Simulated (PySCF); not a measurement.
# Working out the ionisation energy of Zn²⁺

Zn²⁺ [Ar] 3d10 (1S) → Zn³⁺ [Ar] 3d9 (2D). All numbers are calculated (PySCF 2.14, no relativity, point nucleus, in def2-TZVPPD (6s6p4d2f1g, 67 functions)). Frozen: [Ne]. Energies in hartree (1 hartree = 27.21139 eV):

```
             part  Zn²⁺ (lower)  Zn³⁺ (upper)
              UHF  -1776.916798  -1775.545066
MP2 opposite-spin     -0.491383     -0.414050
    MP2 same-spin     -0.249003     -0.200500
```

**Question.** What does Hartree-Fock give?

**Answer.** (-1775.545066) − (-1776.916798) = 1.371732 hartree = 37.327 eV.

**Question.** What do MP2 and SCS-MP2 (6/5 opposite-spin, 1/3 same-spin) give?

**Answer.** The opposite-spin parts differ by 2.104 eV and the same-spin parts by 1.320 eV. MP2: 37.327 + (2.104) + (1.320) = 40.751 eV. SCS-MP2: 37.327 + 1.2 × (2.104) + (1.320)/3 = 40.292 eV.

A first-order spin-orbit estimate adds -0.139 eV to MP2 (valence and next inner shell), giving 40.612 eV against 39.723 eV (measured; NIST Atomic Spectra Database, ionization energies).

The calculation is non-relativistic.

What remains against the reference includes basis incompleteness, the frozen core and correlation beyond second order.
